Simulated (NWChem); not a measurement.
# CH₄O₃Ti; SMILES [OH][Ti]([O]C)=[O]

```xyz
9

Ti     0.2753     0.4527    -0.0510
O     -1.1169     0.8683    -0.7090
O      1.3939     1.7851     0.4716
H      1.2988     2.7401     0.4176
O      0.5648    -1.2965     0.2891
C      0.1041    -2.6032     0.2462
H      0.0628    -3.0352     1.2623
H     -0.9063    -2.6774    -0.1970
H      0.7857    -3.2363    -0.3500
```
Atoms are numbered in this order, from 1.

All runs: NWChem. Coordinates come from a PBE0/def2-SVP optimisation. Not confirmed as a minimum by frequencies. GIAO values for the isolated, static molecule; σ is the absolute isotropic shielding, δ = σ(reference) − σ with the isolated reference molecule computed at the same levels (13C: tetramethylsilane, 1H: tetramethylsilane, 17O: water).

Estimate the computed values for KT2/pcSseg-1. Quantities: σ Ti1 (ppm); δ O2 (ppm); δ O3 (ppm); δ H4 (ppm); δ O5 (ppm); δ C6 (ppm); δ H7 (rotor mean) (ppm).


| Item | Result |
|---|---|
| σ Ti1 (ppm) | -401.6 |
| δ O2 (ppm) | 1101.8 |
| δ O3 (ppm) | 362.6 |
| δ H4 (ppm) | 11.03 |
| δ O5 (ppm) | 352.7 |
| δ C6 (ppm) | 68.9 |
| δ H7 (rotor mean) (ppm) | 5.01 |
